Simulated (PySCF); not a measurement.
C$_{4}$H$_{3}$O, doublet (typed; the unrestricted solution is spin-contaminated), geometry from GFN2-xTB; HF/def2-SV(P) (PySCF).

Here is a job for PySCF.
```python
from pyscf import gto, scf

mol = gto.Mole()
mol.atom = '''
    O    -0.00407297    0.07202035    1.17779240
    C     0.01523432    1.11149462    0.36439717
    C    -0.01720427   -1.02440881    0.38574577
    C     0.01590251    0.77672463   -0.94435828
    C    -0.00581900   -0.65162965   -0.92354072
    H    -0.03380726   -1.98146239    0.86699691
    H     0.02937772    1.41963845   -1.79726451
    H    -0.01166803   -1.28742368   -1.78553519
'''
mol.basis = 'def2-sv(p)'
mol.spin = 1
mol.verbose = 4
mol.build()

mf = scf.UHF(mol)
mf.kernel()
```

**Question.** Write the output that PySCF gives for this input, abridged.

**Answer.** 
```
PySCF version 2.14.0

[INPUT] verbose = 4
[INPUT] num. atoms = 8
[INPUT] num. electrons = 35
[INPUT] charge = 0
[INPUT] spin (= nelec alpha-beta = 2S) = 1
[INPUT] symmetry False subgroup None
[INPUT] Mole.unit = angstrom
[INPUT] Symbol           X                Y                Z      unit          X                Y                Z       unit  Magmom
[INPUT]  1 O     -0.004072970000   0.072020350000   1.177792400000 AA   -0.007696797814   0.136098736895   2.225705067594 Bohr   0.0
[INPUT]  2 C      0.015234320000   1.111494620000   0.364397170000 AA    0.028788692494   2.100420420728   0.688610851867 Bohr   0.0
[INPUT]  3 C     -0.017204270000  -1.024408810000   0.385745770000 AA   -0.032511358473  -1.935852090492   0.728953859009 Bohr   0.0
[INPUT]  4 C      0.015902510000   0.776724630000  -0.944358280000 AA    0.030051388593   1.467796824904  -1.784578512665 Bohr   0.0
[INPUT]  5 C     -0.005819000000  -0.651629650000  -0.923540720000 AA   -0.010996316319  -1.231401573146  -1.745239025684 Bohr   0.0
[INPUT]  6 H     -0.033807260000  -1.981462390000   0.866996910000 AA   -0.063886462422  -3.744421243226   1.638386710744 Bohr   0.0
[INPUT]  7 H      0.029377720000   1.419638450000  -1.797264510000 AA    0.055515844964   2.682727866402  -3.396337697301 Bohr   0.0
[INPUT]  8 H     -0.011668030000  -1.287423680000  -1.785535190000 AA   -0.022049381113  -2.432878161480  -3.374172494873 Bohr   0.0

nuclear repulsion = 153.527382219586
number of shells = 36
number of NR pGTOs = 132
number of NR cGTOs = 76
basis = def2-sv(p)
ecp = {}

******** <class 'pyscf.scf.uhf.UHF'> ********
method = UHF
initial guess = minao
damping factor = 0
level_shift factor = 0
DIIS = <class 'pyscf.scf.diis.CDIIS'>
diis_start_cycle = 1
diis_space = 8
diis_damp = 0
SCF conv_tol = 1e-09
SCF conv_tol_grad = None
SCF max_cycles = 50
direct_scf = True
direct_scf_tol = 1e-13
number electrons alpha = 18  beta = 17
Set gradient conv threshold to 3.16228e-05
init E= -229.286322186795

cycle= 1 E= -227.687949678933  delta_E=  1.6  |g|= 0.354  |ddm|= 2.29
cycle= 2 E= -227.767448091612  delta_E= -0.0795  |g|= 0.14  |ddm|= 0.629
cycle= 3 E= -227.779175554184  delta_E= -0.0117  |g|= 0.0595  |ddm|= 0.207
cycle= 4 E= -227.782564358899  delta_E= -0.00339  |g|= 0.0234  |ddm|= 0.122
cycle= 5 E= -227.783510375213  delta_E= -0.000946  |g|= 0.0164  |ddm|= 0.0442
cycle= 6 E= -227.784345370053  delta_E= -0.000835  |g|= 0.0129  |ddm|= 0.0431
cycle= 7 E= -227.785077432541  delta_E= -0.000732  |g|= 0.0116  |ddm|= 0.0435
cycle= 8 E= -227.785845643961  delta_E= -0.000768  |g|= 0.0105  |ddm|= 0.0502
cycle= 9 E= -227.787153939014  delta_E= -0.00131  |g|= 0.00874  |ddm|= 0.0986
cycle= 10 E= -227.788184280504  delta_E= -0.00103  |g|= 0.00648  |ddm|= 0.101
cycle= 11 E= -227.788703301636  delta_E= -0.000519  |g|= 0.00381  |ddm|= 0.0746
cycle= 12 E= -227.788879499786  delta_E= -0.000176  |g|= 0.00159  |ddm|= 0.0823
cycle= 13 E= -227.788883678398  delta_E= -4.18e-06  |g|= 0.000838  |ddm|= 0.0252
cycle= 14 E= -227.788889867974  delta_E= -6.19e-06  |g|= 0.000234  |ddm|= 0.0124
cycle= 15 E= -227.78888995282  delta_E= -8.48e-08  |g|= 0.000126  |ddm|= 0.000592
cycle= 16 E= -227.788889980031  delta_E= -2.72e-08  |g|= 5.46e-05  |ddm|= 0.000351
cycle= 17 E= -227.788889986163  delta_E= -6.13e-09  |g|= 2.65e-05  |ddm|= 0.000164
cycle= 18 E= -227.788889987404  delta_E= -1.24e-09  |g|= 1.23e-05  |ddm|= 6.73e-05
cycle= 19 E= -227.788889987852  delta_E= -4.48e-10  |g|= 4.62e-06  |ddm|= 5.78e-05
Extra cycle  E= -227.788889987883  delta_E= -3.08e-11  |g|= 3.08e-06  |ddm|= 7.55e-06
converged SCF energy = -227.788889987883  <S^2> = 1.0719586  2S+1 = 2.2995292
```
